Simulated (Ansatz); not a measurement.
C2H5ClZn, SMILES C[CH2][Zn][Cl].

Geometry optimised at PBE-D3(BJ)/def2-SVP. The structure was generated by enumeration; whether it is a known compound was not checked. The values are those of a single conformer.

Two levels are set side by side: PBE/def2-SVPD (Ansatz, an electronic-structure program) and PBE0/def2-SVPD (Ansatz). Energy differences of separate SCF runs at the same geometry; the states with an electron removed or added have multiplicity 2 and 2. Differences are taken from unrounded values.

```tsv
quantity	PBE0
vertical ionisation energy (eV)	10.02
vertical singlet–triplet gap (eV)	5.43
```

Task: What does PBE give, and how far is it from PBE0? (Estimate from the structure and the level; the computed values follow.)

Result: 
| quantity | PBE | PBE minus PBE0 |
|---|---|---|
| vertical ionisation energy (eV) | 9.82 | -0.20 |
| vertical singlet–triplet gap (eV) | 5.22 | -0.21 |
